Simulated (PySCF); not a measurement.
Si(CF3)(H)3 (CH3F3Si), SMILES FC(F)(F)[SiH3]. The structure is a stationary point at ωB97X-D3(BJ)/def2-SVP.

Task: Give the equilibrium geometry at ωB97X-D3(BJ)/def2-SVP (PySCF confirms it by a frequency run) as Cartesian coordinates in Å, and its point group. (Estimate from the structure and the level; the computed values follow.)

Result: point group C3v.
```xyz
8

Si     0.0000     0.0000    -1.5150
C      0.0000     0.0000     0.4146
F     -1.0848    -0.6263     0.9116
F      0.0000     1.2526     0.9116
F      1.0848    -0.6263     0.9116
H      0.0000    -1.4159    -1.9637
H      1.2262     0.7079    -1.9637
H     -1.2262     0.7079    -1.9637
```
Charge 0, spin multiplicity 1.
